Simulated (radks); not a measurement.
Charge is removed step by step from the 5p (averaged over the sub-levels emptied) level of Yb2+, starting from [Xe] 4f14. Calculated with a radial shooting solver on a logarithmic mesh with Libxc functionals: Dirac Kohn-Sham, BLYP, spin-unpolarised, spherical densities, finite nucleus; Fermi nuclear charge, rms radius 5.3108 fm.

| removed (e) | E - E(0) (eV) | eigenvalue (eV) | E minus straight line (eV) |
|---|---|---|---|
| 0 | 0.000 | -42.322 | 0.000 |
| 0.1 | 4.300 | -43.671 | -0.622 |
| 0.2 | 8.735 | -45.031 | -1.108 |
| 0.3 | 13.306 | -46.402 | -1.458 |
| 0.4 | 18.015 | -47.784 | -1.670 |
| 0.5 | 22.863 | -49.175 | -1.744 |
| 0.6 | 27.851 | -50.575 | -1.678 |
| 0.7 | 32.979 | -51.985 | -1.471 |
| 0.8 | 38.248 | -53.403 | -1.124 |
| 0.9 | 43.660 | -54.831 | -0.633 |
| 1 | 49.214 | -56.266 | 0.000 |

Removing the whole electron costs 49.214 eV by Delta-SCF, against 42.322 eV from minus the eigenvalue at the starting occupation. Slater's transition state (half an electron removed) gives 49.175 eV. Integrating minus the eigenvalue over the occupation (Janak's theorem) gives 49.214 eV. The mean slope of the eigenvalue, de/dn, is 13.9 eV per electron.
